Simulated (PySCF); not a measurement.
Record of a relaxation.

[VI4]2- (charge -2 and quartet state).
Bonds: V1–I2, V1–I3, V1–I4, V1–I5.
The ion is multiply charged and has no counter-ions or solvent; whether it holds all its electrons wasn't checked.

Computed by this run: PBE0-D3(BJ)/def2-SVP geometry optimisation, gas phase, def2 core potentials past Kr in PySCF; unrestricted, density fitting, grid level 1; the optimiser is geomeTRIC in internal coordinates, started from a GFN2-xTB structure with every atom displaced at random (about 0.03 Å). The frame can shift and turn from step to step; on so coarse a grid that alone can change the energy by a few meV, and forces under 0.02 eV/Å are noise.

Step 0: E = -58091.5796 eV, largest atomic force 0.778 eV/Å
```
atom  x, y, z in Å  |  force x, y, z in eV/Å
V1      0.063   -0.075    0.018   -0.702   0.223  -0.050
I2      0.014   -0.039    2.753    0.019  -0.002   0.598
I3      2.545    0.009   -0.937    0.704  -0.026  -0.329
I4     -1.221    2.252   -0.929    0.025  -0.040  -0.061
I5     -1.326   -2.257   -0.966   -0.046  -0.154  -0.158
```

Step 1: E = -58091.6698 eV, largest atomic force 0.191 eV/Å
```
atom  x, y, z in Å  |  force x, y, z in eV/Å
V1      0.035   -0.060    0.030   -0.159   0.105   0.000
I2     -0.001   -0.033    2.870    0.006  -0.008   0.097
I3      2.619    0.002   -0.993    0.050  -0.038  -0.050
I4     -1.234    2.251   -0.958    0.047  -0.084  -0.010
I5     -1.344   -2.270   -1.011    0.056   0.025  -0.038
```

Step 2: E = -58091.6751 eV, largest atomic force 0.069 eV/Å
```
atom  x, y, z in Å  |  force x, y, z in eV/Å
V1      0.022   -0.049    0.039   -0.038   0.044   0.038
I2     -0.009   -0.031    2.904    0.001  -0.006   0.015
I3      2.617   -0.012   -1.004   -0.012  -0.029  -0.009
I4     -1.228    2.237   -0.972    0.011  -0.022  -0.019
I5     -1.327   -2.256   -1.029    0.037   0.013  -0.025
```

Step 3: E = -58091.6755 eV, largest atomic force 0.057 eV/Å
```
atom  x, y, z in Å  |  force x, y, z in eV/Å
V1      0.012   -0.037    0.051    0.029   0.008   0.049
I2     -0.019   -0.031    2.929   -0.004  -0.004  -0.027
I3      2.608   -0.032   -1.004   -0.028  -0.014   0.013
I4     -1.225    2.231   -0.990   -0.009   0.013  -0.020
I5     -1.301   -2.243   -1.049    0.012  -0.003  -0.015
```

Step 4: E = -58091.6751 eV, largest atomic force 0.044 eV/Å
```
atom  x, y, z in Å  |  force x, y, z in eV/Å
V1      0.008   -0.030    0.059    0.028   0.003   0.034
I2     -0.027   -0.032    2.936   -0.005  -0.002  -0.029
I3      2.602   -0.044   -0.995   -0.016  -0.005   0.015
I4     -1.224    2.233   -1.002   -0.007   0.010  -0.012
I5     -1.284   -2.238   -1.060    0.001  -0.006  -0.008
```

Step 5: E = -58091.6750 eV, largest atomic force under 0.02 eV/Å
```
atom  x, y, z in Å  |  force x, y, z in eV/Å
V1      0.008   -0.026    0.063    0.012   0.002   0.015
I2     -0.032   -0.032    2.935   -0.006  -0.001  -0.016
I3      2.600   -0.051   -0.985   -0.002   0.000   0.012
I4     -1.225    2.235   -1.010   -0.003   0.003  -0.007
I5     -1.276   -2.236   -1.065   -0.002  -0.004  -0.004
```

Step 6: E = -58091.6748 eV, largest atomic force under 0.02 eV/Å
```
atom  x, y, z in Å  |  force x, y, z in eV/Å
V1      0.008   -0.025    0.065    0.001   0.000   0.002
I2     -0.038   -0.033    2.932   -0.006  -0.001  -0.005
I3      2.601   -0.053   -0.976    0.006   0.002   0.009
I4     -1.224    2.236   -1.016    0.001  -0.001  -0.004
I5     -1.272   -2.235   -1.068   -0.002  -0.001  -0.002
```

Step 7: E = -58091.6747 eV, largest atomic force under 0.02 eV/Å
```
atom  x, y, z in Å  |  force x, y, z in eV/Å
V1      0.008   -0.024    0.065   -0.002   0.000  -0.002
I2     -0.041   -0.034    2.931   -0.007   0.000  -0.001
I3      2.603   -0.053   -0.970    0.007   0.002   0.007
I4     -1.224    2.235   -1.018    0.002  -0.002  -0.003
I5     -1.271   -2.235   -1.069   -0.001   0.000  -0.001
```

Question: Summarise the path.

Answer: The energy falls by 9.17 kJ/mol from step 0 to step 7; nine tenths of that is first reached at step 1. It rises by more than 0.2 meV at step 4. The largest force goes from 0.778 to under 0.02 eV/Å. Among the bonds V1–I3 changes most, from 2.661 to 2.794 Å; the atoms move by 0.113 Å rms after alignment.

The cost below is that of the whole optimisation. On one thread of an Arm Neoverse V2, shared host, this took 6.4 min and 0.66 GiB of memory at its peak.
